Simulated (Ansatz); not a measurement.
Molecule: CH3Si, charge 1, multiplicity 1. 
Structure (B3LYP-D3(BJ)/def2-TZVP (Ansatz, a program for electronic structure) minimum search):
```
C
H 1 1.0925
H 1 1.0925 2 112.93
Si 1 1.7324 2 120.40 3 -152.26
H 4 1.4832 1 123.13 2 -104.90
```
Charge +1, spin multiplicity 1.

Total electronic energies in hartree. Valence correlation only, unless marked. No spin-orbit coupling. Non-relativistic. CBS marks a two-point X^-3 extrapolation of the correlation energy; Hartree-Fock from the larger set. The bracket is a focal-point correction in the basis named.

The Hartree-Fock reference is unstable (checked in the largest basis), which strains HF and MP2. The T1 diagnostic of CCSD in the largest basis is 0.035, which is high, so the coupled-cluster rows are less sure than usual.

```
level                                                                 program  energy (Eh)
-------------------------------------------------------------  --------------  -----------
RI-HF/def2-QZVPP                                                       Ansatz   -328.18495
B3LYP/def2-TZVPD                                                       Ansatz   -329.03373
PBE0-D4/def2-TZVPD                                             Ansatz + dftd4   -328.83181
HSE06-D3(BJ)/def2-TZVPD                                        Ansatz + dftd3   -328.82344
LC-wPBE/def2-TZVPD                                                     Ansatz   -328.86648
MP2/def2-TZVPPD                                                        Ansatz   -328.42745
MP2/def2-QZVPPD                                                        Ansatz   -328.45316
RI-MP2/CBS(cc-pV(T+d)Z,cc-pV(Q+d)Z)+[CCSD(T)-MP2]/cc-pV(D+d)Z          Ansatz    -328.5126
CCSD(T)/CBS(def2-TZVPPD,def2-QZVPPD)                                   Ansatz    -328.5089
```

Totals of different functionals don't rank their quality; only differences between species are comparable.
